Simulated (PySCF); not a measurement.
# Electron correlation in Cl⁹⁺ (chlorine, charge +9)

Starting occupation: [He] 2s2 2p4, 2p1/2 with m_j = -1/2, +1/2, 2p3/2 with m_j = +1/2, +3/2. All numbers are calculated (PySCF 2.14, X2C-1e with screened-nucleus spin-orbit coupling, Gaussian nucleus, in an even-tempered Gaussian basis (18 s from 1.2 bohr⁻², ratio 2.4; 11 p from 1.6 bohr⁻², ratio 2.4; 5 d from 8.3 bohr⁻², ratio 2.6; 5 f from 12 bohr⁻², ratio 2.6)). Frozen: nothing; 8 electrons correlated; the 30 highest virtual spinors left out.

MP2 pair energies summed by pair of shells (mhartree):

```tsv
pair	energy	share (%)
2p-2s	-83.15	33.6
2p-2p	-79.51	32.1
1s-1s	-38.89	15.7
1s-2p	-26.03	10.5
2s-2s	-11.78	4.8
1s-2s	-8.45	3.4
```

Total MP2 correlation energy: -247.81 mhartree.

The GHF reference relaxed away from the jj start to a determinant that is no pure jj level (⟨S²⟩ = 1.98, ⟨J²⟩ = 6.00); the energies belong to that determinant.
